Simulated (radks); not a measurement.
The mean radii <r> (bohr) of the occupied orbitals of an atom or ion are listed with their occupations. Calculated with a radial shooting solver on a logarithmic mesh with Libxc functionals: Dirac Kohn-Sham, PBEsol, spin-unpolarised, spherical densities, finite nucleus; Fermi nuclear charge, rms radius of each element as measured or else 0.836 A^(1/3) + 0.57 fm.

orbital  occ.      <r>
1s1/2       2  0.01835
2s1/2       2  0.07697
2p1/2       2  0.06366
2p3/2       4  0.07162
3s1/2       2   0.2006
3p1/2       2   0.1906
3p3/2       4   0.2054
3d3/2       4   0.1797
3d5/2       6   0.1842
4s1/2       2   0.4496
4p1/2       2   0.4547
4p3/2       4   0.4880
4d3/2       4   0.5049
4d5/2       6   0.5163
5s1/2       2    1.068
5p1/2       2    1.177
5p3/2       4    1.282
4f5/2       6   0.6030
4f7/2       8   0.6127
6s1/2       2    3.164
5d3/2     1.6    2.016
5d5/2     2.4    2.114

Name the element and its charge. Open shells, if any, are shared by 2j + 1.

Answer. Z = 74, tungsten, charge 0: W in [Xe] 4f14 5d4 6s2. The 1s radius gives Z: for a bare nucleus <r> = (2 gamma + 1)/(2Z) with gamma = sqrt(1 - (Z/c)^2), 0.01813 bohr for Z = 74, and screening makes it slightly larger (0.01835 here). The occupations add up to 74, and the charge is Z minus that.
